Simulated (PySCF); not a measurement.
An unknown shows these calculated signals:

$^{1}$H NMR (400 MHz, computed): δ 2.66 (br, 1H), 2.36 (br s, 3H), -0.25 (s, 6H).

$^{13}$C{$^{1}$H} NMR (computed): δ 9.2 (CH3).

Level of theory: B3LYP/pcJ-1 coupling constants (spin–dipole term only in couplings to heteroatoms), PBE/pcSseg-2 with gauge-including orbitals, PBE0-D3(BJ)/def2-SVP structure, in PySCF 2.14.0 with density-fitted response routines (non-relativistic Hamiltonian, one computed conformer, no solvent model, fast rotation and ring inversion assumed for equivalent nuclei).

References, each an isolated molecule treated in the same way: $^{1}$H (31.18 ppm) and $^{13}$C (179.39 ppm) vs TMS.

**Question.** Which of these does the molecule contain: an NH or NH2 group, a methoxy group, a tert-butyl group, a benzene ring?

**Answer.** 
- An NH or NH2 group: yes (δH 2.36 (br s)).
- A methoxy group: no.
- A tert-butyl group: no.
- A benzene ring: no.

The data belong to SMILES C[BH-](C)[NH3+], C2H10BN; they needn't prove each group on their own.

Carbon signals by region: 1 below 50 ppm.

OH/NH shifts are gas-phase values; hydrogen bonding in solution moves them, usually downfield. Hydrogens on boron are broadened and split by $^{11}$B (spin 3/2, 80 %) and 10B (spin 3). A carbon bonded to boron is broadened by the quadrupolar boron nucleus and is often missing from a measured spectrum. Shifts are as computed, not scaled to solution data. Of 1211 compounds with measured shifts, 218 miss one by over three times the rms of a fit or turn the order of signals round; such compounds aren't used in these exercises. Couplings to exchangeable protons are dropped.
